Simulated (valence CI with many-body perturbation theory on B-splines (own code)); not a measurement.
**Ho XIX: electric-dipole lines**

Calculated by valence CI with perturbative core correlation (CI+MBPT): three valence electrons over a frozen Dirac-Fock core [Kr] 4d10, a basis of 7 s, 7 p, 7 d, 7 f, 4 g, 2 h functions for each j, with the one-electron correlation potential Σ1, the two-electron term Σ2, the three-electron term Σ3, Breit, model QED; selected CI, second order for the rest, scaled by the run's own slope (own B-spline code, finite nucleus).

No measured levels were compared; by estimate terms of the open shell hold to a few per cent of their energy, and close levels can change places. Excitations out of the core, of the other parity, are not computed and may begin above about 129 eV (a cautious bound); beyond it only levels of the ground parity were kept, without lifetimes.

Lines 201 to 250 of 581 in falling wavelength, among levels below 128.80 eV, chosen from the strongest by gf and those to the six lowest levels. Wavelengths and rates use the calculated energies, so an error of 2000 cm⁻¹ moves a line at 32.18 nm by 0.64 % and its rate by three times that or more. Electric multipoles are in the length gauge, E1 and E2 with the static RPA response of the core. Weak lines are less certain than strong ones. Lines between different terms over intervals too small for the method are left out, as are lines whose strength nearly cancels. Where a level lies close to another of its J and parity, the split of strength between their lines is uncertain. The highest levels of a list are the least certain.

Levels are named by their leading jj configuration (3d3/2^4 stands for four electrons in 3d with j = 3/2), which in mixed levels can hold well under half, so a name can repeat and another be missing. Letters in brackets count levels of one name in rising energy.

| λ vac (nm) | Upper | Lower | A (s⁻¹) | S (a.u.) |
| --- | --- | --- | --- | --- |
| 32.18 | (4f5/2 4f7/2 5s) J=13/2 | (4f5/2 4f7/2^2) J=13/2 [a] | 3.41e+03 | 7.86e-07 |
| 32.16 | (4f5/2 4f7/2 5s) J=11/2 [b] | (4f5/2 4f7/2^2) J=13/2 [a] | 3.62e+03 | 7.13e-07 |
| 31.95 | (4f7/2^2 5p1/2) J=1/2 | (4f5/2 4f7/2 5s) J=3/2 [b] | 3.55e+08 | 1.14e-02 |
| 31.90 | (4f5/2 4f7/2 5p3/2) J=11/2 [b] | (4f5/2 4f7/2 5s) J=11/2 [b] | 8.44e+07 | 1.62e-02 |
| 31.88 | (4f5/2 4f7/2 5p3/2) J=11/2 [b] | (4f5/2 4f7/2 5s) J=13/2 | 6.60e+07 | 1.27e-02 |
| 31.84 | (4f7/2^2 5s) J=3/2 | (4f5/2^3) J=3/2 | 1.38e+00 | 8.79e-11 |
| 31.82 | (4f7/2 5s 5p3/2) J=9/2 [b] | (4f7/2^2 5p3/2) J=9/2 [b] | 1.35e+08 | 2.15e-02 |
| 31.77 | (4f5/2 4f7/2 5p3/2) J=7/2 [b] | (4f7/2^2 5s) J=5/2 | 9.06e+07 | 1.15e-02 |
| 31.75 | (4f5/2 5s 5p3/2) J=7/2 [a] | (4f7/2 5s^2) J=7/2 | 2.29e+08 | 2.89e-02 |
| 31.48 | (4f5/2 4f7/2 5p3/2) J=5/2 [b] | (4f7/2^2 5s) J=3/2 | 1.85e+08 | 1.71e-02 |
| 31.48 | (4f5/2 4f7/2 5p3/2) J=11/2 [c] | (4f5/2 4f7/2 5s) J=13/2 | 5.83e+07 | 1.08e-02 |
| 31.40 | (4f5/2 4f7/2 5s) J=13/2 | (4f5/2^2 4f7/2) J=11/2 [a] | 8.91e+00 | 1.91e-09 |
| 31.38 | (4f5/2 4f7/2 5s) J=11/2 [b] | (4f5/2^2 4f7/2) J=11/2 [a] | 1.25e+03 | 2.29e-07 |
| 31.35 | (4f5/2 4f7/2 5p3/2) J=3/2 [a] | (4f7/2^2 5s) J=5/2 | 1.40e+08 | 8.51e-03 |
| 31.30 | (4f5/2^2 5p3/2) J=3/2 | (4f5/2^2 5s) J=1/2 | 2.89e+08 | 1.75e-02 |
| 31.26 | (4f7/2 5s 5p3/2) J=7/2 [b] | (4f5/2 4f7/2 5p3/2) J=7/2 [d] | 8.80e+07 | 1.06e-02 |
| 31.26 | (4f5/2^2 5p3/2) J=5/2 [b] | (4f5/2 4f7/2 5s) J=3/2 [b] | 4.50e+08 | 4.07e-02 |
| 31.20 | (4f5/2^2 5p3/2) J=9/2 | (4f7/2^2 5s) J=9/2 | 6.15e+07 | 9.22e-03 |
| 31.18 | (4f7/2^2 5p1/2) J=1/2 | (4f5/2 4f7/2 5s) J=3/2 [a] | 2.86e+09 | 8.57e-02 |
| 31.07 | (4f5/2 4f7/2 5p3/2) J=5/2 [a] | (4f7/2^2 5s) J=5/2 | 9.62e+07 | 8.55e-03 |
| 30.66 | (4f5/2 4f7/2 5p3/2) J=9/2 [a] | (4f7/2^2 5s) J=7/2 | 4.87e+08 | 6.93e-02 |
| 30.66 | (4f5/2 4f7/2 5p3/2) J=3/2 [a] | (4f5/2 4f7/2 5s) J=3/2 [b] | 1.06e+09 | 6.05e-02 |
| 30.65 | (4f5/2 4f7/2 5p3/2) J=5/2 [b] | (4f7/2^2 5s) J=5/2 | 2.46e+08 | 2.10e-02 |
| 30.63 | (4f5/2^2 5p3/2) J=1/2 | (4f5/2 4f7/2 5s) J=3/2 [a] | 7.56e+08 | 2.14e-02 |
| 30.62 | (4f7/2^2 5p3/2) J=5/2 [a] | (4f7/2^2 5s) J=3/2 | 9.63e+07 | 8.19e-03 |
| 30.61 | (4f7/2^2 5p3/2) J=13/2 | (4f5/2 4f7/2 5s) J=11/2 [b] | 1.39e+08 | 2.75e-02 |
| 30.59 | (4f5/2 4f7/2 5p3/2) J=11/2 [a] | (4f7/2^2 5s) J=9/2 | 7.55e+07 | 1.28e-02 |
| 30.52 | (4f5/2 4f7/2 5p3/2) J=7/2 [d] | (4f7/2^2 5s) J=5/2 | 4.65e+08 | 5.22e-02 |
| 30.49 | (4f5/2^2 5p3/2) J=7/2 | (4f5/2 4f7/2 5s) J=5/2 [a] | 1.28e+09 | 1.44e-01 |
| 30.48 | (4f5/2 5s 5p3/2) J=7/2 [a] | (4f5/2 5s^2) J=5/2 | 8.48e+07 | 9.48e-03 |
| 30.40 | (4f5/2^2 5p3/2) J=7/2 | (4f5/2 4f7/2 5s) J=7/2 [b] | 2.55e+08 | 2.82e-02 |
| 30.38 | (4f5/2^2 5p3/2) J=9/2 | (4f5/2 4f7/2 5s) J=7/2 [b] | 7.88e+07 | 1.09e-02 |
| 30.35 | (4f5/2 4f7/2 5p3/2) J=7/2 [a] | (4f5/2 4f7/2 5s) J=5/2 [b] | 5.88e+08 | 6.49e-02 |
| 30.24 | (4f5/2 4f7/2 5p3/2) J=7/2 [b] | (4f5/2 4f7/2 5s) J=5/2 [b] | 5.24e+08 | 5.72e-02 |
| 30.23 | (4f7/2^2 5p3/2) J=9/2 [a] | (4f5/2 4f7/2 5s) J=11/2 [b] | 1.90e+08 | 2.58e-02 |
| 30.22 | (4f5/2 5s 5p3/2) J=5/2 [a] | (4f5/2 5s^2) J=5/2 | 4.79e+08 | 3.92e-02 |
| 30.16 | (4f5/2 4f7/2 5p3/2) J=9/2 [a] | (4f7/2^2 5s) J=9/2 | 3.76e+08 | 5.10e-02 |
| 30.14 | (4f7/2 5s 5p3/2) J=7/2 [a] | (4f7/2 5s^2) J=7/2 | 7.68e+07 | 8.30e-03 |
| 30.09 | (4f5/2 4f7/2 5p3/2) J=11/2 [a] | (4f7/2^2 5s) J=11/2 | 3.28e+08 | 5.29e-02 |
| 30.03 | (4f5/2 4f7/2 5p3/2) J=1/2 [a] | (4f7/2^2 5s) J=3/2 | 3.45e+09 | 9.22e-02 |
| 30.00 | (4f5/2 4f7/2 5p3/2) J=5/2 [b] | (4f5/2 4f7/2 5s) J=3/2 [b] | 4.99e+08 | 3.99e-02 |
| 29.96 | (4f5/2^2 5p3/2) J=7/2 | (4f5/2 4f7/2 5s) J=9/2 [b] | 9.58e+07 | 1.02e-02 |
| 29.95 | (4f5/2 4f7/2 5p3/2) J=3/2 [b] | (4f7/2^2 5s) J=3/2 | 2.03e+08 | 1.08e-02 |
| 29.94 | (4f5/2^2 5p3/2) J=9/2 | (4f5/2 4f7/2 5s) J=9/2 [b] | 6.39e+08 | 8.47e-02 |
| 29.88 | (4f5/2^2 5p3/2) J=5/2 [b] | (4f7/2^2 5s) J=7/2 | 2.98e+08 | 2.35e-02 |
| 29.83 | (4f7/2^2 5p3/2) J=5/2 [a] | (4f7/2^2 5s) J=5/2 | 1.85e+09 | 1.46e-01 |
| 29.81 | (4f5/2 4f7/2 5p3/2) J=7/2 [a] | (4f7/2^2 5s) J=7/2 | 8.17e+07 | 8.55e-03 |
| 29.79 | (4f5/2 4f7/2 5p3/2) J=7/2 [c] | (4f5/2 4f7/2 5s) J=5/2 [b] | 1.97e+09 | 2.06e-01 |
| 29.75 | (4f5/2^2 5p3/2) J=9/2 | (4f5/2 4f7/2 5s) J=7/2 [a] | 1.52e+08 | 1.97e-02 |
| 29.69 | (4f5/2 5s 5p3/2) J=3/2 [a] | (4f5/2 5s^2) J=5/2 | 2.65e+08 | 1.37e-02 |
